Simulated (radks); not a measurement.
Trend from La+ to Lu+: ionisation energy by Delta-SCF between NIST ground configurations, and size. Calculated with a radial shooting solver on a logarithmic mesh with Libxc functionals: Dirac Kohn-Sham, LDA (Slater exchange, Perdew-Wang correlation), spin-unpolarised, spherical densities, finite nucleus; open shells fill j = l - 1/2 first; Fermi nuclear charge, rms radius of each element as measured or else 0.836 A^(1/3) + 0.57 fm.

species,configuration,IE (eV),NIST (eV),kind,-e(HOMO) (eV),outermost,<r> outermost (bohr),r at 0.001 e/bohr^3 (bohr)
La+,[Xe] 5d2,11.080,11.185,exp.,7.415 (5d3/2),5d3/2,2.87,4.41
Ce+,[Xe] 4f1 5d2,9.713,10.96,semi-emp.,7.462 (5d3/2),5d3/2,2.82,4.37
Pr+,[Xe] 4f3 6s1,10.813,10.63,semi-emp.,7.385 (4f5/2),6s1/2,4.03,4.63
Nd+,[Xe] 4f4 6s1,10.975,10.78,semi-emp.,8.008 (4f5/2),6s1/2,3.97,4.59
Pm+,[Xe] 4f5 6s1,11.128,10.94,semi-emp.,8.518 (4f5/2),6s1/2,3.92,4.56
Sm+,[Xe] 4f6 6s1,11.277,11.08,semi-emp.,8.665 (6s1/2),6s1/2,3.86,4.53
Eu+,[Xe] 4f7 6s1,11.426,11.24,semi-emp.,8.723 (4f7/2),6s1/2,3.81,4.50
Gd+,[Xe] 4f7 5d1 6s1,12.334,12.08,semi-emp.,8.772 (5d3/2),6s1/2,3.63,4.58
Tb+,[Xe] 4f9 6s1,11.720,11.51,semi-emp.,8.997 (6s1/2),6s1/2,3.72,4.44
Dy+,[Xe] 4f10 6s1,11.867,11.65,semi-emp.,9.107 (6s1/2),6s1/2,3.67,4.42
Ho+,[Xe] 4f11 6s1,12.013,11.78,semi-emp.,9.217 (6s1/2),6s1/2,3.63,4.39
Er+,[Xe] 4f12 6s1,12.160,11.92,semi-emp.,9.328 (6s1/2),6s1/2,3.58,4.37
Tm+,[Xe] 4f13 6s1,12.309,12.07,semi-emp.,9.439 (6s1/2),6s1/2,3.54,4.34
Yb+,[Xe] 4f14 6s1,12.458,12.179,exp.,9.472 (4f7/2),6s1/2,3.50,4.32
Lu+,[Xe] 4f14 6s2,14.561,14.13,semi-emp.,11.280 (6s1/2),6s1/2,3.24,4.61

Reference values: NIST Atomic Spectra Database (exp. = measured, semi-emp. = semi-empirical, theory = theoretical value adopted there). Spin polarisation and multiplet splitting are left out, so open shells lie too high by an amount that depends on their filling.

Beside tabulated values, note that spin-unpolarised runs miss the spin-polarisation part of the exchange energy of open shells.
